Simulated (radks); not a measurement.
Values are calculated unless marked as measured or tabulated.
Neutral neodymium, configuration [Xe] 4f(up 3, down 1) 6s2 (spins set by hand, not the high-spin state). Code: a radial shooting solver on a logarithmic mesh with Libxc functionals. Model: scalar-relativistic Kohn-Sham, PBE, spin-polarised, spherical densities, point nucleus.

Unscreened Slater integrals over Kohn-Sham orbitals (eV). They are taken over the spin-up orbitals.

integral,value
"F0(4f,4f)",23.531
"F2(4f,4f)",10.668
"F4(4f,4f)",6.5999
"F6(4f,4f)",4.7228
"F0(4f,6s)",7.2139
"G3(4f,6s)",0.31513
"F0(4f,5p)",16.497
"F2(4f,5p)",6.1277
"G2(4f,5p)",3.7186
"G4(4f,5p)",2.7557
"F0(6s,6s)",5.5667
"F0(6s,5p)",6.9888
"G1(6s,5p)",0.47749
"F0(5p,5p)",14.236
"F2(5p,5p)",7.6482

Derived for the open shells (J is the average intra-shell exchange parameter used in DFT+U). 4f: F4/F2 = 0.619, F6/F2 = 0.443, J = (286 F2 + 195 F4 + 250 F6)/6435 = 0.8576 eV.
